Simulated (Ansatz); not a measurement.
Geometry optimisation, Ansatz, RKS B3LYP-D4/def2-mTZVP.

Input file:

```yaml
crystal:
  periodic: [false, false, false]
  atoms:
    - { symbol: Sn, position_ang: [-1.791675, -0.62353, -0.007213] }
    - { symbol: Si, position_ang: [1.205675, 0.23772, 2.181417] }
    - { symbol: H, position_ang: [-2.383876, -2.155286, -0.483321] }
    - { symbol: H, position_ang: [-1.461335, -0.544334, 1.661552] }
    - { symbol: H, position_ang: [-2.77786, 0.669456, -0.545252] }
    - { symbol: H, position_ang: [0.880712, 0.659226, 0.840855] }
    - { symbol: O, position_ang: [-0.006145, -0.434117, -0.950818] }
    - { symbol: Si, position_ang: [0.472027, 0.307015, -2.334524] }
    - { symbol: H, position_ang: [2.597703, 0.624612, 2.522571] }
    - { symbol: H, position_ang: [0.288287, 0.865834, 3.164072] }
    - { symbol: H, position_ang: [1.080317, -1.235747, 2.281892] }
    - { symbol: H, position_ang: [-0.583727, 0.256152, -3.384646] }
    - { symbol: H, position_ang: [1.687542, -0.367309, -2.849811] }
    - { symbol: H, position_ang: [0.792455, 1.740309, -2.096773] }
basis:
  gaussian: { orbitals: def2-mTZVP }
hamiltonian:
  xc: b3lyp
  dispersion: d4
relax:
  f_tol: 0.03
  max_steps: 50
```

Launched with:

```bash
$ ansatz run input.yaml --threads 4 --pin off --max-ram 5120MiB --backend cpu --events-out ev --progress --plain --runs-dir out
```

**Question.** Where does it end, and by what steps?

**Answer.** The forces met the threshold. The force dipped under the threshold on the way, but the program's further checks kept it going. After 33 steps the energy has fallen by 0.231 eV; H11 moved furthest, 1.69 Å.

```csv
step,energy less start (eV),largest force component (eV/Å),accepted
0,0.0000,0.789,yes
2,-0.0927,1.368,no
4,-0.1534,0.089,yes
6,-0.1600,0.069,yes
8,-0.1639,0.076,yes
10,-0.1659,0.057,yes
12,-0.1679,0.056,yes
14,-0.1690,0.038,yes
16,-0.1701,0.077,yes
18,-0.1721,0.128,yes
20,-0.1748,0.151,yes
22,-0.1788,0.154,yes
24,-0.1849,0.262,yes
26,-0.2133,0.082,yes
28,-0.2270,0.160,yes
30,-0.2301,0.089,yes
32,-0.2308,0.044,yes
33,-0.2310,0.028,yes
```

```xyz
14
Properties=species:S:1:pos:R:3
Sn -2.252 -0.502 -0.058
Si 1.657 0.261 1.901
H -2.623 -2.050 -0.688
H -2.277 -0.443 1.646
H -3.184 0.736 -0.789
H 1.571 1.518 1.125
O -0.344 -0.147 -0.531
Si 0.407 0.193 -1.953
H 2.590 0.474 3.037
H 0.330 -0.093 2.454
H 2.178 -0.838 1.060
H -0.071 -0.704 -3.042
H 1.866 0.002 -1.778
H 0.151 1.594 -2.383
```

Whether the end is a true minimum wasn't checked by a vibrational analysis.

Run time: 2.9 min on 4 threads of Arm Neoverse N1, on a shared host, peak memory 0.42 GiB.
